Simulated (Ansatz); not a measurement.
Job for Ansatz (an electronic-structure program): R-wB97X-V/def2-TZVPP on H4SSiTe (SMILES [SiH3][Te]S), a point of a torsion scan. Elements past Kr take the def2 small-core potentials; no spin–orbit coupling.

Ansatz 0.2 input:
```yaml
crystal:
  periodic: [false, false, false]
  atoms:
    - {symbol: Si, position_ang: [-1.28407077, -0.04145880, 0.17781567]}
    - {symbol: Te, position_ang: [0.51363301, 1.68031375, -0.21878536]}
    - {symbol: S, position_ang: [-0.99470819, 3.45377634, -0.82400208]}
    - {symbol: H, position_ang: [-1.07010075, -1.16459960, -0.73137756]}
    - {symbol: H, position_ang: [-2.57805962, 0.57533570, -0.06989748]}
    - {symbol: H, position_ang: [-1.18281459, -0.51836054, 1.55291535]}
    - {symbol: H, position_ang: [-0.90353289, 3.33395641, -2.14077851]}
basis:
  gaussian:
    orbitals: def2-TZVPP
hamiltonian:
  xc: {name: wB97X-V}
scf: {lower_state_search: off}
```

Program output:

```
WARN ansatz: RAYON_NUM_THREADS=2 ignored (pool sized by the plan → 2); use --threads N
Functional definition: wB97X-V
these checks for a lower state are left out or cut short: stability, starts, cluster_reference, orbital_swaps, neighbouring_geometries, increment
integrals: 0.16 GiB planned
1229 factors; their error is unknown
integrals: 0.19 GiB planned
260 factors; integrals over basis functions are off by at most 4.4e-5 eV
mean field: 1.23 GiB planned
mean field evaluation 1: about -26068.8529 eV, gradient 1.3e1 eV
mean field evaluation 2: about -26069.2955 eV, gradient 7.4e0 eV
mean field evaluation 4: about -26069.4166 eV, gradient 5.5e-1 eV
mean field evaluation 8: about -26069.4849 eV, gradient 3.6e-1 eV
mean field evaluation 16: about -26069.4850 eV, gradient 1.7e-4 eV
mean field -26069.48502394 eV, -958.0359040982 hartree, gradient 6.2e-6 eV, S^2 0.000000; 0 other end points of the search recorded, 0 dependent functions left out
reference -26069.48502192 eV, -958.0359040238 hartree; 29, 29 occupied and 161, 161 virtual orbitals, 1229 factors
Total energy: -26069.48502192 eV, -958.0359040238 hartree
Checks for a lower state left out: stability, starts, cluster_reference, orbital_swaps, neighbouring_geometries, increment
```

Self-consistency was reached.

Cost: roughly 7 core-seconds.
